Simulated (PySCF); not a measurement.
B3LYP has the VWN-RPA correlation part, as in Gaussian. Excitations are Tamm–Dancoff values on a coarser integration grid. The basis has no diffuse functions, so Rydberg states are missing or too high.

Cartesian coordinates (Å):
SMILES: [OH][Ge]([OH])([OH])[OH]
```xyz
9

O     -1.0309    -0.0448     1.4327
Ge    -0.0001     0.0000     0.0000
O      0.2588     1.7079    -0.3647
O      1.4374    -0.9436     0.4006
O     -0.6654    -0.7196    -1.4685
H     -0.9117    -0.8545     1.9413
H      0.2295     2.2573     0.4265
H      1.8571    -1.3170    -0.3824
H     -1.1748    -0.0857    -1.9855
```
Charge 0, spin multiplicity 1.

Predict the HOMO, brightest of the four lowest singlets (TDA) and S1–T1 gap (TDA) from PySCF 2.14.0 with B3LYP-D3(BJ)/def2-TZVP.


```
Quantity                                        Value
-------------------------------------------  --------
HOMO                                         -8.92 eV
brightest of the four lowest singlets (TDA)   7.50 eV
S1–T1 gap (TDA)                               0.44 eV
```
